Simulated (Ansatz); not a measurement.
methanol (CH₄O), singlet, geometry from GFN2-xTB; PBE0/cc-pVDZ (Ansatz, a first-principles code).

The Ansatz input:
Ansatz 0.2 input:
```yaml
crystal:
  periodic: [false, false, false]
  atoms:
    - {symbol: C, position_ang: [-0.05774864, 0.65750333, 0.00623833]}
    - {symbol: O, position_ang: [-0.03498085, -0.74857812, -0.00758921]}
    - {symbol: H, position_ang: [-1.10610419, 0.95010140, 0.00407242]}
    - {symbol: H, position_ang: [0.88017380, -1.04794998, -0.00613415]}
    - {symbol: H, position_ang: [0.42182552, 1.06188832, 0.90433371]}
    - {symbol: H, position_ang: [0.43044352, 1.07956523, -0.87898825]}
basis:
  gaussian:
    orbitals: cc-pVDZ
    occupation: {up: {"A'": 8, "A''": 1}, down: {"A'": 8, "A''": 1}}
hamiltonian:
  xc: pbe0
```

Problem. What does Ansatz print? Leave out banner, timings and long lists.

Solution. 
```
Functional definition: PBE0
the irreps are read with x along [1.000, -0.000, 0.005], y along [0.000, -1.000, -0.010] and z along [0.005, 0.010, -1.000] of the geometry given
556 factors; their error is unknown
mean field evaluation 1: about -3124.2864 eV, gradient 3.3e1 eV
mean field evaluation 2: about -3126.9618 eV, gradient 2.5e0 eV
mean field evaluation 4: about -3127.0188 eV, gradient 4.7e-3 eV
mean field evaluation 8: about -3127.0109 eV, gradient 2.2e-6 eV
mean field -3127.01092070 eV, -114.9155317716 hartree, gradient 2.2e-6 eV, S^2 0.000000; 0 other end points of the search recorded, 0 dependent functions left out
reference -3127.01094012 eV, -114.9155324851 hartree; 9, 9 occupied and 39, 39 virtual orbitals, 556 factors
Total energy: -3127.01094012 eV, -114.9155324851 hartree
```
